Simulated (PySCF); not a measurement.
Simulated outer-valence photoelectron spectrum of `N[SiH](N)N`. The calculation used EOM-IP-CCSD/aug-cc-pVDZ in PySCF, restricted Hartree–Fock reference, frozen core, non-relativistic, gas phase, PBE0-D3(BJ)/def2-SVP geometry.

Each root has a Gaussian of 0.6 eV full width with its one-hole share as area; cross sections and vibrations are left out, and the highest printed point is 100.

| ionisation energy (eV) | intensity |
| --- | --- |
| 8.4 | 1 |
| 8.6 | 7 |
| 8.8 | 28 |
| 9.0 | 67 |
| 9.2 | 94 |
| 9.4 | 100 |
| 9.6 | 95 |
| 9.8 | 71 |
| 10.0 | 46 |
| 10.2 | 56 |
| 10.4 | 77 |
| 10.6 | 64 |
| 10.8 | 29 |
| 11.0 | 7 |
| 11.2 | 1 |
| 11.4 | 0 |
| 11.6 | 1 |
| 11.8 | 5 |
| 12.0 | 23 |
| 12.2 | 57 |
| 12.4 | 78 |
| 12.6 | 57 |
| 12.8 | 23 |
| 13.0 | 9 |
| 13.2 | 22 |
| 13.4 | 57 |
| 13.6 | 88 |
| 13.8 | 96 |
| 14.0 | 95 |
| 14.2 | 79 |
| 14.4 | 42 |
| 14.6 | 12 |
| 14.8 | 2 |
| 15.0 | 0 |
| 15.2 | 0 |
| 15.4 | 2 |
| 15.6 | 11 |
| 15.8 | 37 |
| 16.0 | 74 |
| 16.2 | 88 |
| 16.4 | 86 |
| 16.6 | 88 |
| 16.8 | 70 |
| 17.0 | 34 |
| 17.2 | 9 |
| 17.4 | 1 |

**Question.** Where are the maxima, and how many lines lie under the curve?

**Answer.** 6 maxima, at 9.4, 10.4, 12.4, 13.9, 16.2 and 16.6 eV, from 8 lines. At this width some lines have no maximum of their own.

**Question.** List the lines with their holes.

**Answer.** 
```csv
E (eV),leading hole (HF orbital),area,Koopmans (eV)
9.16,HOMO,0.95,10.39
9.64,HOMO-1,0.95,10.77
10.44,HOMO-2,0.94,11.69
12.40,HOMO-3,0.95,13.30
13.61,HOMO-4,0.95,14.87
14.11,HOMO-5,0.95,15.43
16.11,HOMO-6,0.95,17.21
16.67,HOMO-7,0.95,17.81
```

The widest gap, 2.00 eV, lies between 14.11 and 16.11 eV. Only orbitals with −ε under 21 eV, eight at most, were ionised, so the high end of the curve may lack lines.

On one thread of an x86-64 server (shared host), this took 3.6 min wall.

The values belong to the conformer `[NH2:1][SiH:2]([NH2:3])[NH2:4]`: H–N1–Si2–N3 -161°, H–N1–Si2–N3 54°, H–N3–Si2–N1 -173°, H–N3–Si2–N1 43°, H–N4–Si2–N1 63°, H–N4–Si2–N1 -82°.
